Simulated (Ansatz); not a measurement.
A first, cheap relaxation of AlClF$_{2}$, SMILES `[F][Al]([F])[Cl]`.

```yaml
crystal:
  periodic: [false, false, false]
  atoms:
    - {symbol: F, position_ang: [1.113900, 0.798300, 1.259600]}
    - {symbol: Al, position_ang: [0.058200, -0.059000, 0.052100]}
    - {symbol: F, position_ang: [0.292300, -1.818500, -0.211500]}
    - {symbol: Cl, position_ang: [-1.408900, 1.018900, -1.120500]}
basis:
  gaussian: {orbitals: def2-SVP}
hamiltonian: {xc: pbe, dispersion: d4}
relax: {f_tol: 0.03, max_steps: 200}
```

```sh
$ ansatz run in.yaml --threads 2 --pin off --events-out ev --progress --plain --max-ram 20480MiB --backend cpu
```

Shortened log:

```
Functional definition: PBE
mean field -24534.08764608 eV, -901.6110911916 hartree, gradient 6.1e-5 eV, S^2 0.000000; 0 other end points of the search recorded, 0 dependent functions left out
relax step   1: F+E_penalty+E_count = -24534.16211084 eV  Δ(F+E_penalty+E_count) = +0.000e0 eV  max|allowed force component| = 2.925e0 eV/Å  Δτ_max = 0.0000 Å  (23 SCF iters, accepted)
mean field -24534.52514872 eV, -901.6271691172 hartree, gradient 1.3e-5 eV, S^2 0.000000; 0 other end points of the search recorded, 0 dependent functions left out
relax step   2: F+E_penalty+E_count = -24534.60161343 eV  Δ(F+E_penalty+E_count) = -4.395e-1 eV  max|allowed force component| = 1.743e0 eV/Å  Δτ_max = 0.0865 Å  (28 SCF iters, accepted)
mean field -24534.65993599 eV, -901.6321224579 hartree, gradient 9.7e-6 eV, S^2 0.000000; 0 other end points of the search recorded, 0 dependent functions left out
relax step   3: F+E_penalty+E_count = -24534.73778994 eV  Δ(F+E_penalty+E_count) = -1.362e-1 eV  max|allowed force component| = 2.508e-1 eV/Å  Δτ_max = 0.0592 Å  (27 SCF iters, accepted)
mean field -24534.66497209 eV, -901.6323075312 hartree, gradient 2.4e-5 eV, S^2 0.000000; 0 other end points of the search recorded, 0 dependent functions left out
relax step   4: F+E_penalty+E_count = -24534.74296077 eV  Δ(F+E_penalty+E_count) = -5.171e-3 eV  max|allowed force component| = 1.264e-1 eV/Å  Δτ_max = 0.0105 Å  (25 SCF iters, accepted)
mean field -24534.66945316 eV, -901.6324722073 hartree, gradient 2.7e-5 eV, S^2 0.000000; 0 other end points of the search recorded, 0 dependent functions left out
relax step   5: F+E_penalty+E_count = -24534.74734690 eV  Δ(F+E_penalty+E_count) = -4.386e-3 eV  max|allowed force component| = 2.656e-2 eV/Å  Δτ_max = 0.0252 Å  (23 SCF iters, accepted)
mean field -24534.66945316 eV, -901.6324722073 hartree, gradient 2.7e-5 eV, S^2 0.000000; 1 other end points of the search recorded, 0 dependent functions left out
Total energy: -24534.74738251 eV, -901.6353360581 hartree
Atom 0 at     1.026626     0.726883     1.163093 Å, force    -0.008289    -0.026559    -0.014882 eV/Å
Atom 1 at     0.082604    -0.065673     0.048005 Å, force     0.021864    -0.012961     0.017715 eV/Å
Atom 2 at     0.286327    -1.699442    -0.179636 Å, force     0.007355     0.025129     0.013600 eV/Å
Atom 3 at    -1.340057     0.977931    -1.051762 Å, force    -0.020930     0.014391    -0.016433 eV/Å
Dipole moment:    -0.056111     0.040825    -0.043468 e Å
```

It took 2.9 s on 2 threads of a server CPU on a shared host, with 0.34 GiB of host memory at the peak.
